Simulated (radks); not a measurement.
Task: Valence configurations of Al (all share [Ne]). All-electron calculation, scalar-relativistic Kohn-Sham, PBE, spin-polarised, spherical densities, point nucleus; open shells are filled with parallel spins first. Program: a radial shooting solver on a logarithmic mesh with Libxc functionals. Order these by energy: 3s1.5 3p1.5; 3s0.5 3p2.5; 3s2 3p1; 3p3; 3s1 3p2.

Result: From the lowest, in eV above it: 3s2 3p1 0.000; 3s1.5 3p1.5 1.944; 3s1 3p2 3.515; 3s0.5 3p2.5 6.204; 3p3 8.917. NIST lists [Ne] 3s2 3p1 as the ground configuration; this level of theory agrees among the configurations tried. The energies are those of spherical high-spin densities, not of single terms.
